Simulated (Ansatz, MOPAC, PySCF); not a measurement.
Noncovalent pair: SiH4 (SMILES [SiH4]) (first 5 atoms) with N2 (SMILES N#N); geometry from B3LYP-D3(BJ)/def2-TZVP, rigid monomers moved along the line of their centres of mass till Si1···N7 is 3.18 Å.
(charge 0, multiplicity 1):
```xyz
7

Si     0.082     0.149    -0.190
H      0.400     0.407    -1.613
H      0.258     1.397     0.585
H      0.996    -0.891     0.335
H     -1.318    -0.316    -0.074
N      0.002    -0.323     3.943
N     -0.368    -0.335     2.917
```

Counterpoise-corrected where a basis set is named; no monomer relaxation. Rows marked so take none.

Cores are frozen in the correlated methods. CBS: X⁻³ extrapolation of the correlation energy, Hartree–Fock from the larger set. Rows in 3-21G, 6-311+G**, 6-31G* carry no dispersion term and start afresh at each structure (6-31G* with six Cartesian d functions). MP2/6-31G* freezes PySCF's default core. The state that AM1, PM6 reach isn't checked.

The values were computed with Ansatz (a quantum-chemistry and plane-wave program) with Gaussian orbitals; MOPAC for AM1, PM6 (differences of heats of formation); PySCF for 3-21G rows, 6-311+G** rows, 6-31G* rows, the dispersion terms. 

Other levels give for the interaction energy: PBE/def2-TZVPPD 0.43; B3LYP/def2-TZVPPD 1.11; B3LYP-D3(BJ)/def2-TZVPPD -0.25; wB97M-V/def2-TZVPPD -0.23; CCSD(T)/CBS(aug-cc-pV(D+d)Z, aug-cc-pV(T+d)Z) -0.21 kcal/mol.

**Question.** What do these common cheap choices give for the same quantity: AM1, PM6, HF/6-31G*, BP86/6-31G* (no counterpoise), B3LYP/3-21G (no counterpoise), B3LYP/6-31G* (no counterpoise), B3LYP/6-311+G** (no counterpoise), MP2/6-31G*?

**Answer.** AM1 2.03; PM6 0.11; HF/6-31G* 1.49; BP86/6-31G* (no counterpoise) 0.63; B3LYP/3-21G (no counterpoise) -2.39; B3LYP/6-31G* (no counterpoise) 0.27; B3LYP/6-311+G** (no counterpoise) 1.03; MP2/6-31G* 0.71 kcal/mol. They span -2.39 to 2.03 kcal/mol.
